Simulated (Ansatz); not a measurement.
The inner images of a band of ClGaH₆NSi (10 atoms, charge 0, multiplicity 2) are given out of order.

The calculation used UKS PBE/def2-SVP (Ansatz 0.2.0).

Image 0:

```xyz
10
Properties=species:S:1:pos:R:3
Ga 0.402 -0.238 1.011
Cl 0.704 -2.413 1.024
H 1.542 0.714 0.503
N -1.406 0.129 0.546
H -2.140 -0.568 0.716
H -1.799 1.077 0.574
Si -0.367 0.255 3.415
H -1.480 -0.683 3.786
H 0.812 0.047 4.331
H -0.842 1.680 3.517
```

Image 8:

```xyz
10
Properties=species:S:1:pos:R:3
Ga 0.247 -0.163 0.069
Cl 0.101 -1.955 2.590
H 1.139 0.827 0.985
N -1.525 0.364 -0.097
H -2.178 -0.109 -0.726
H -1.799 1.344 0.033
Si -0.103 -0.339 3.916
H -0.626 -0.888 5.211
H 1.245 0.284 4.119
H -1.073 0.635 3.322
```

Task: Put them in order from the first end to the last, with their energies above the first end.
A.
```xyz
10
Properties=species:S:1:pos:R:3
Ga 0.198 -0.124 -0.022
Cl 0.012 -1.790 2.699
H 0.955 1.016 0.834
N -1.552 0.262 -0.460
H -2.152 -0.346 -1.021
H -2.000 1.165 -0.280
Si -0.004 -0.294 4.168
H -0.917 -0.741 5.271
H 1.392 -0.122 4.685
H -0.506 0.975 3.548
```
B.
```xyz
10
Properties=species:S:1:pos:R:3
Ga 0.092 -0.077 0.625
Cl 0.351 -1.967 1.710
H 1.282 0.914 0.438
N -1.481 -0.015 -0.286
H -2.219 -0.707 -0.143
H -1.796 0.777 -0.849
Si -0.179 0.311 4.135
H -1.357 -0.581 4.405
H 1.109 -0.311 4.595
H -0.376 1.656 4.791
```
C.
```xyz
10
Properties=species:S:1:pos:R:3
Ga 0.144 -0.086 1.100
Cl 0.517 -2.238 1.496
H 1.330 0.869 0.689
N -1.464 0.072 0.162
H -2.164 -0.676 0.138
H -1.845 0.951 -0.200
Si -0.244 0.248 3.651
H -1.373 -0.636 4.096
H 1.056 -0.186 4.268
H -0.529 1.681 4.023
```
D.
```xyz
10
Properties=species:S:1:pos:R:3
Ga 0.230 -0.274 -0.321
Cl 0.666 -0.994 2.771
H 1.131 1.062 -0.308
N -1.584 -0.003 -0.542
H -2.258 -0.766 -0.629
H -1.986 0.877 -0.878
Si -0.069 -0.123 4.530
H -1.447 -0.653 4.792
H 0.850 -0.491 5.657
H -0.104 1.365 4.352
```
E.
```xyz
10
Properties=species:S:1:pos:R:3
Ga 0.183 -0.121 0.021
Cl 0.229 -0.782 2.306
H 1.327 0.852 -0.488
N -1.559 0.077 -0.544
H -2.279 -0.586 -0.244
H -1.765 0.427 -1.485
Si -0.122 -0.086 4.640
H -1.436 -0.634 5.121
H 1.008 -0.561 5.511
H -0.159 1.413 4.584
```
F.
```xyz
10
Properties=species:S:1:pos:R:3
Ga 0.130 -0.060 0.179
Cl 0.314 -1.561 1.753
H 1.349 0.823 -0.222
N -1.515 -0.024 -0.577
H -2.278 -0.634 -0.277
H -1.784 0.589 -1.348
Si -0.159 0.294 4.633
H -1.383 -0.568 4.791
H 1.073 -0.441 5.089
H -0.319 1.582 5.402
```
G.
```xyz
10
Properties=species:S:1:pos:R:3
Ga 0.208 -0.182 -0.176
Cl 0.443 -1.535 2.723
H 1.049 1.095 0.338
N -1.603 0.118 -0.403
H -2.237 -0.576 -0.804
H -2.011 1.057 -0.451
Si -0.028 -0.216 4.283
H -1.338 -0.630 4.883
H 1.062 -0.301 5.309
H -0.117 1.170 3.720
```

Result: C (+0.08 eV), B (+0.44 eV), F (+0.53 eV), E (+0.88 eV), D (+0.57 eV), G (+0.55 eV), A (+0.54 eV).

Run time: 4.7 min on 4 threads of Arm Neoverse V2, on a shared host, peak memory 0.2 GiB.
